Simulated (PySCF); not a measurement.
PySCF input (CCSD(T)/cc-pVDZ):

```python
from pyscf import gto, scf, mp, cc as ccmod

mol = gto.M(
    atom='''
    Si    0.04795596    0.02239822   -0.00038410
    O     0.14132146    1.57415508    0.00285608
    O     1.38467379   -0.78924927   -0.01488761
    O    -1.33821411   -0.78587918    0.01029301
    H    -2.17363263   -0.30578822    0.01928553
    ''',
    basis='cc-pvdz',
    charge=0,
    spin=1,
    verbose=4,
)

mf = scf.UHF(mol)
mf.conv_tol = 1e-10
mf.max_cycle = 100
mf.kernel()
mo, _, stable, _ = mf.stability(return_status=True)
if not stable:
    mf.kernel(mf.make_rdm1(mo, mf.mo_occ))
mp2 = mp.MP2(mf, frozen=8).run()
cc = ccmod.CCSD(mf, frozen=8)
cc.max_cycle = 100
cc.kernel()
et = cc.ccsd_t()
print(f'E(CCSD(T)) = {cc.e_tot + et:.9f}')
```

Output:

```
PySCF version 2.14.0

[INPUT] verbose = 4
[INPUT] num. atoms = 5
[INPUT] num. electrons = 39
[INPUT] charge = 0
[INPUT] spin (= nelec alpha-beta = 2S) = 1
[INPUT] symmetry False subgroup None
[INPUT] Mole.unit = angstrom
[INPUT] Symbol           X                Y                Z      unit          X                Y                Z       unit  Magmom
[INPUT]  1 Si     0.047955960000   0.022398220000  -0.000384100000 AA    0.090623630441   0.042326501478  -0.000725843804 Bohr   0.0
[INPUT]  2 O      0.141321460000   1.574155080000   0.002856080000 AA    0.267058854924   2.974721978793   0.005397208990 Bohr   0.0
[INPUT]  3 O      1.384673790000  -0.789249270000  -0.014887610000 AA    2.616654234964  -1.491464964313  -0.028133505549 Bohr   0.0
[INPUT]  4 O     -1.338214110000  -0.785879180000   0.010293010000 AA   -2.528858163929  -1.485096417198   0.019450969897 Bohr   0.0
[INPUT]  5 H     -2.173632630000  -0.305788220000   0.019285530000 AA   -4.107570366118  -0.577855987918   0.036444369867 Bohr   0.0

nuclear repulsion = 160.525908086405
number of shells = 23
number of NR pGTOs = 126
number of NR cGTOs = 65
basis = cc-pvdz
ecp = {}

******** <class 'pyscf.scf.uhf.UHF'> ********
method = UHF
initial guess = minao
damping factor = 0
level_shift factor = 0
DIIS = <class 'pyscf.scf.diis.CDIIS'>
diis_start_cycle = 1
diis_space = 8
diis_damp = 0
SCF conv_tol = 1e-10
SCF conv_tol_grad = None
SCF max_cycles = 100
direct_scf = True
direct_scf_tol = 1e-13
number electrons alpha = 20  beta = 19
Set gradient conv threshold to 1e-05
init E= -514.294665340299
  alpha nocc = 20  HOMO = -0.457440978995046  LUMO = -0.00657971749839303
  beta  nocc = 19  HOMO = -0.478046721862176  LUMO = -0.457440978995046

WARN: HOMO -0.457440978995046 >= LUMO -0.457440978995046

cycle= 1 E= -513.964728556014  delta_E= 0.33  |g|= 0.499  |ddm|= 1.54
  alpha nocc = 20  HOMO = -0.457285029193371  LUMO = 0.0858804592654989
  beta  nocc = 19  HOMO = -0.322413935387141  LUMO = -0.0246597078714177
  HOMO = -0.322413935387  LUMO = -0.0246597078714  gap/eV = 8.10231
cycle= 2 E= -514.058858062154  delta_E= -0.0941  |g|= 0.289  |ddm|= 0.565
  alpha nocc = 20  HOMO = -0.529537138034252  LUMO = 0.0982186993367851
  beta  nocc = 19  HOMO = -0.370219994998567  LUMO = -0.0682982869784472
  HOMO = -0.370219994999  LUMO = -0.0682982869784  gap/eV = 8.21571
cycle= 3 E= -514.093208945429  delta_E= -0.0344  |g|= 0.0568  |ddm|= 0.19
  alpha nocc = 20  HOMO = -0.519227680626141  LUMO = 0.106004084557372
  beta  nocc = 19  HOMO = -0.356757052470018  LUMO = -0.0346901712544305
  HOMO = -0.35675705247  LUMO = -0.0346901712544  gap/eV = 8.76389
cycle= 4 E= -514.097311700748  delta_E= -0.0041  |g|= 0.0335  |ddm|= 0.0779
  alpha nocc = 20  HOMO = -0.523422459489788  LUMO = 0.105598153485919
  beta  nocc = 19  HOMO = -0.356792204846815  LUMO = -0.0257399059756138
[...]
  beta  nocc = 19  HOMO = -0.420903025404762  LUMO = -0.00429034480734769
  HOMO = -0.420903025405  LUMO = -0.00429034480735  gap/eV = 11.33661
Extra cycle  E= -514.106112035256  delta_E= -1.14e-11  |g|= 1.89e-06  |ddm|= 3.53e-06
converged SCF energy = -514.106112035256  <S^2> = 0.76160848  2S+1 = 2.011575

******** <class 'pyscf.mp.ump2.UMP2'> ********
nocc = (np.int64(12), np.int64(11)), nmo = (57, 57)
frozen orbitals 8
E(UMP2) = -514.711117575661  E_corr = -0.605005540404532
E(SCS-UMP2) = -514.689989330543  E_corr = -0.583877295287299
E_corr(same-spin) = -0.163995407536316
E_corr(oppo-spin) = -0.441010132868217

******** <class 'pyscf.cc.uccsd.UCCSD'> ********
CC2 = 0
CCSD nocc = (np.int64(12), np.int64(11)), nmo = (57, 57)
frozen orbitals 8
max_cycle = 100
direct = 0
conv_tol = 1e-07
conv_tol_normt = 1e-06
diis_space = 6
diis_start_cycle = 0
diis_start_energy_diff = 1e+09
Init t2, MP2 energy = -0.60500555990202
Init E_corr(UCCSD) = -0.605005559906428
cycle = 1  E_corr(UCCSD) = -0.59690124143285  dE = 0.00810431847  norm(t1,t2) = 0.147129
cycle = 2  E_corr(UCCSD) = -0.618647790025798  dE = -0.0217465486  norm(t1,t2) = 0.0557716
cycle = 3  E_corr(UCCSD) = -0.617752626052172  dE = 0.000895163974  norm(t1,t2) = 0.0620265
cycle = 4  E_corr(UCCSD) = -0.623368762283093  dE = -0.00561613623  norm(t1,t2) = 0.0392138
cycle = 5  E_corr(UCCSD) = -0.624434862221389  dE = -0.00106609994  norm(t1,t2) = 0.0310187
cycle = 6  E_corr(UCCSD) = -0.627447448589742  dE = -0.00301258637  norm(t1,t2) = 0.0275338
cycle = 7  E_corr(UCCSD) = -0.628166973388246  dE = -0.000719524799  norm(t1,t2) = 0.0160727
cycle = 8  E_corr(UCCSD) = -0.6296262774947  dE = -0.00145930411  norm(t1,t2) = 0.0105875
cycle = 9  E_corr(UCCSD) = -0.630228632166249  dE = -0.000602354672  norm(t1,t2) = 0.00694616
cycle = 10  E_corr(UCCSD) = -0.630654300431025  dE = -0.000425668265  norm(t1,t2) = 0.0035214
cycle = 11  E_corr(UCCSD) = -0.630579576644286  dE = 7.47237867e-05  norm(t1,t2) = 0.00182654
cycle = 12  E_corr(UCCSD) = -0.630499420109569  dE = 8.01565347e-05  norm(t1,t2) = 0.00109554
cycle = 13  E_corr(UCCSD) = -0.630464224755848  dE = 3.51953537e-05  norm(t1,t2) = 0.000611595
cycle = 14  E_corr(UCCSD) = -0.630489600776314  dE = -2.53760205e-05  norm(t1,t2) = 0.000362859
cycle = 15  E_corr(UCCSD) = -0.630477951086379  dE = 1.16496899e-05  norm(t1,t2) = 0.000276636
cycle = 16  E_corr(UCCSD) = -0.630473763500606  dE = 4.18758577e-06  norm(t1,t2) = 0.000196158
cycle = 17  E_corr(UCCSD) = -0.630473096368702  dE = 6.67131904e-07  norm(t1,t2) = 0.000120468
cycle = 18  E_corr(UCCSD) = -0.630470305796385  dE = 2.79057232e-06  norm(t1,t2) = 8.79046e-05
cycle = 19  E_corr(UCCSD) = -0.630473531358573  dE = -3.22556219e-06  norm(t1,t2) = 5.19891e-05
cycle = 20  E_corr(UCCSD) = -0.630473483159319  dE = 4.81992544e-08  norm(t1,t2) = 3.02595e-05
cycle = 21  E_corr(UCCSD) = -0.630474700170962  dE = -1.21701164e-06  norm(t1,t2) = 2.00412e-05
cycle = 22  E_corr(UCCSD) = -0.630475502104964  dE = -8.01934001e-07  norm(t1,t2) = 1.39258e-05
cycle = 23  E_corr(UCCSD) = -0.630475533134037  dE = -3.10290736e-08  norm(t1,t2) = 5.07415e-06
cycle = 24  E_corr(UCCSD) = -0.630475800494881  dE = -2.67360844e-07  norm(t1,t2) = 2.46219e-06
cycle = 25  E_corr(UCCSD) = -0.630475883929926  dE = -8.3435045e-08  norm(t1,t2) = 1.62986e-06
cycle = 26  E_corr(UCCSD) = -0.630475896585265  dE = -1.26553388e-08  norm(t1,t2) = 8.96859e-07
UCCSD converged
E(UCCSD) = -514.7365879318414  E_corr = -0.6304758965852647
UCCSD(T) correction = -0.0215319068533368
E(CCSD(T)) = -514.758119839
```

It need not be the lowest isomer of its formula.
